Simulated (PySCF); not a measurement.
**`C[C@@H]1C[C@H](Cl)[CH2][GeH2]1`, C5H11ClGe**

Molfile (atoms numbered from 1):
```
C5H11ClGe
     RDKit          3D

 18 18  0  0  0  0  0  0  0  0999 V2000
   -2.1399   -0.1011    0.0758 C   0  0  0  0  0  0  0  0  0  0  0  0
   -0.8088   -0.1544   -0.6645 C   0  0  2  0  0  0  0  0  0  0  0  0
    0.1319   -1.2504   -0.1332 C   0  0  0  0  0  0  0  0  0  0  0  0
    1.2217   -0.6642    0.7564 C   0  0  2  0  0  0  0  0  0  0  0  0
    0.4652   -0.0088    2.2297 Cl  0  0  0  0  0  0  0  0  0  0  0  0
    1.8817    0.5063    0.0566 C   0  0  0  0  0  0  0  0  0  0  0  0
    0.2781    1.5199   -0.5163 Ge  0  0  0  0  0  4  0  0  0  0  0  0
   -1.9931    0.1117    1.1314 H   0  0  0  0  0  0  0  0  0  0  0  0
   -2.6700   -1.0491   -0.0151 H   0  0  0  0  0  0  0  0  0  0  0  0
   -2.7683    0.6827   -0.3447 H   0  0  0  0  0  0  0  0  0  0  0  0
   -1.0241   -0.3615   -1.7166 H   0  0  0  0  0  0  0  0  0  0  0  0
    0.6356   -1.7445   -0.9684 H   0  0  0  0  0  0  0  0  0  0  0  0
   -0.4286   -2.0100    0.4149 H   0  0  0  0  0  0  0  0  0  0  0  0
    1.9275   -1.4326    1.0827 H   0  0  0  0  0  0  0  0  0  0  0  0
    2.4569    0.1465   -0.7979 H   0  0  0  0  0  0  0  0  0  0  0  0
    2.5613    1.0326    0.7227 H   0  0  0  0  0  0  0  0  0  0  0  0
   -0.2132    2.5187    0.4890 H   0  0  0  0  0  0  0  0  0  0  0  0
    0.4773    2.2646   -1.8143 H   0  0  0  0  0  0  0  0  0  0  0  0
  1  2  1  0
  2  3  1  0
  3  4  1  0
  4  5  1  0
  4  6  1  0
  6  7  1  0
  7  2  1  0
  1  8  1  0
  1  9  1  0
  1 10  1  0
  2 11  1  6
  3 12  1  0
  3 13  1  0
  4 14  1  1
  6 15  1  0
  6 16  1  0
  7 17  1  0
  7 18  1  0
M  END
```

Level of theory: TDDFT wB97X-D/def2-SVPD circular dichroism and optical rotation, one conformer, gas phase in PySCF 2.14.0. Geometry: GFN2-xTB.

The calculation is non-relativistic, which matters for the atoms heavier than Zn.

Q: Draw the ECD and absorption spectra from the lowest 16 states, each a Gaussian of half-width 0.2 eV at 1/e height.

A: 
```tsv
E (eV)	λ (nm)	Δε (L mol⁻¹ cm⁻¹)	ε (L mol⁻¹ cm⁻¹)
6.98	178	+0.01	0.801
7.13	174	+0.32	28.6
7.28	170	+2.35	392
7.43	167	+5.95	2150
7.58	163	+9.71	4990
7.73	160	+9.46	5120
7.88	157	-24.14	3670
8.03	154	-62.27	5510
8.18	151	+1.57	8400
8.33	149	+45.67	14700
8.48	146	-27.85	28300
8.63	144	-53.54	31600
8.78	141	-0.28	18100
```
Δε uses R in velocity form, ε uses f in length form. Only the states computed contribute, so the short-wavelength end is incomplete.
